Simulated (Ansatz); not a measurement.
A search over several starts for the lowest SCF solution of the cluster Hg₂S₃ at the given spin, in a small basis.

```yaml
crystal:
  periodic: [false, false, false]
  atoms:
    - {symbol: Hg, position_ang: [-2.869722, 0.864169, 0.735307]}
    - {symbol: Hg, position_ang: [0.326901, -0.883598, 0.252064]}
    - {symbol: S, position_ang: [-1.729754, -1.390965, 1.267115]}
    - {symbol: S, position_ang: [1.891892, 1.623732, -1.427922]}
    - {symbol: S, position_ang: [2.380682, -0.213338, -0.826566]}
basis:
  gaussian: {orbitals: def2-SVP, initial_orbitals: start.molden}
magnetization: {spin_polarized: true, initial_magnetization: 2}
hamiltonian: {xc: pbe0, dispersion: d4}
output: {orbitals: {seedname: orbitals}}
```

The file start.molden holds the orbitals of an earlier run on this structure, at another level or in another basis.

```sh
$ ansatz run in.yaml --threads 4 --pin off --events-out ev --progress --plain --max-ram 4787MiB
```

Shortened log:

```
Functional definition: PBE0
1130 factors; integrals over basis functions are off by at most 7.8e-4 eV
mean field evaluation 1: about -40837.7405 eV, gradient 4.0e0 eV
mean field evaluation 2: about -40837.8069 eV, gradient 1.2e-1 eV
mean field evaluation 4: about -40837.9899 eV, gradient 4.8e-3 eV
mean field evaluation 8: about -40834.8701 eV, gradient 2.1e1 eV
mean field evaluation 16: about -40837.9898 eV, gradient 7.8e-2 eV
mean field evaluation 32: about -40837.5322 eV, gradient 3.3e0 eV
mean field -40837.98990983 eV, -1500.7684482024 hartree, gradient 4.1e-5 eV, S^2 2.010542; 5 other end points of the search recorded, 0 dependent functions left out
reference -40837.98993786 eV, -1500.7684492328 hartree; 45, 43 occupied and 73, 75 virtual orbitals, 1130 factors
Total energy: -40838.20671991 eV, -1500.7764158261 hartree
```

Run time 6.5 s (4 threads of Arm Neoverse V1 on a shared host).

In the def2 sets Hg takes a core potential; there is no spin–orbit coupling. At PBE0-D4/def2-TZVP a singlet of charge 0 lies 0.16 eV below the triplet, each at its own geometry. The structure comes from a short search, and lower isomers may exist.
